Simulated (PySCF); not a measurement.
CH3ISTe, SMILES CS[Te]I.

The structure is a stationary point at B3LYP-D3(BJ)/def2-SVP. The structure was generated by enumeration, and PubChem lists no compound with its InChIKey, so it may never have been made. The def2 effective core potentials stand for the cores of I, Te; spin–orbit coupling is left out. Other conformers were not sampled.

Computed with PBE0/def2-TZVP (PySCF).

### Question
Estimate the frontier levels, gap, dipole moment and polarisability. (Estimate from the structure and the level; the computed values follow.)

### Answer

- highest occupied level = -6.44 eV
- lowest empty level = -2.92 eV
- orbital gap = 3.52 eV
- dipole moment = 2.18 D
- quadrupole, principal values (traceless, Buckingham form, about the centre of nuclear charge) = -7.98, 0.76, 7.22 D·Å
- mean static polarisability = 107.4 bohr³ (15.92 Å³)
- polarisability, principal values = 75.1, 98.7, 148.6 bohr³
